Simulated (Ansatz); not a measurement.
The inner images of a band of H2O + H6N2Si (12 atoms, charge 0, multiplicity 1) are given out of order.

These are results of RKS revPBE-D4/cc-pVDZ in Ansatz, not measurements.

Image 0:

```xyz
12
Properties=species:S:1:pos:R:3
Si 0.247 0.061 -0.187
H 0.256 0.036 1.345
N 1.874 0.243 -0.869
H 2.332 -0.655 -1.069
H 2.522 0.787 -0.287
N -0.747 1.342 -0.866
H -1.575 1.564 -0.299
H -0.229 2.196 -1.100
H -0.253 -1.300 -0.629
O -2.655 0.087 1.093
H -2.715 -0.725 0.550
H -1.931 -0.138 1.714
```

Image 6:

```xyz
12
Properties=species:S:1:pos:R:3
Si -0.449 0.109 -0.867
H -0.022 -0.306 3.290
N 1.273 0.091 -0.523
H 1.706 -0.837 -0.455
H 1.582 0.654 0.279
N -0.867 1.696 -1.462
H -1.650 2.165 -0.998
H -0.096 2.350 -1.617
H -0.642 -1.023 -1.852
O -1.556 -0.128 0.430
H -1.778 -1.071 0.553
H -0.377 -0.200 2.616
```

Problem. Put them in order from the first end to the last, with their energies above the first end.
A.
```xyz
12
Properties=species:S:1:pos:R:3
Si 0.047 0.096 -0.209
H 0.120 0.012 1.337
N 1.720 0.187 -0.801
H 2.159 -0.743 -0.763
H 2.286 0.788 -0.184
N -0.751 1.501 -0.887
H -1.578 1.875 -0.416
H -0.127 2.246 -1.210
H -0.474 -1.223 -0.741
O -2.321 -0.080 1.000
H -2.435 -1.002 0.694
H -1.521 -0.156 1.574
```
B.
```xyz
12
Properties=species:S:1:pos:R:3
Si -0.474 0.068 -0.792
H 0.247 -0.072 2.816
N 1.241 0.056 -0.428
H 1.698 -0.859 -0.353
H 1.570 0.657 0.335
N -0.877 1.677 -1.333
H -1.662 2.121 -0.848
H -0.101 2.336 -1.439
H -0.633 -1.056 -1.792
O -1.650 -0.200 0.439
H -1.918 -1.137 0.499
H -0.314 -0.090 2.290
```
C.
```xyz
12
Properties=species:S:1:pos:R:3
Si -0.465 0.033 -0.643
H 0.288 -0.044 2.327
N 1.272 0.065 -0.416
H 1.806 -0.808 -0.418
H 1.748 0.772 0.153
N -0.870 1.637 -1.179
H -1.664 2.072 -0.702
H -0.114 2.303 -1.348
H -0.598 -1.202 -1.503
O -1.753 -0.167 0.502
H -2.081 -1.086 0.539
H -0.441 -0.074 2.082
```
D.
```xyz
12
Properties=species:S:1:pos:R:3
Si -0.239 0.053 -0.273
H 0.104 -0.052 1.578
N 1.501 0.155 -0.637
H 1.979 -0.754 -0.587
H 2.045 0.812 -0.063
N -0.803 1.573 -0.882
H -1.660 1.987 -0.515
H -0.146 2.246 -1.278
H -0.514 -1.285 -0.924
O -1.945 -0.091 0.773
H -2.286 -1.006 0.679
H -0.911 -0.137 1.524
```
E.
```xyz
12
Properties=species:S:1:pos:R:3
Si -0.417 0.024 -0.461
H 0.204 -0.055 1.916
N 1.359 0.111 -0.498
H 1.898 -0.761 -0.541
H 1.917 0.821 -0.009
N -0.840 1.614 -0.984
H -1.677 2.029 -0.572
H -0.140 2.286 -1.291
H -0.534 -1.306 -1.162
O -1.870 -0.121 0.562
H -2.200 -1.040 0.607
H -0.573 -0.100 1.828
```

Solution. A (+0.12 eV), D (+1.13 eV), E (+0.18 eV), C (-0.46 eV), B (-0.70 eV).

Time of the run: 55 s on 2 threads of AMD EPYC 9R45 96-Core Processor (Zen 5) (shared host), peak memory 0.16 GiB.
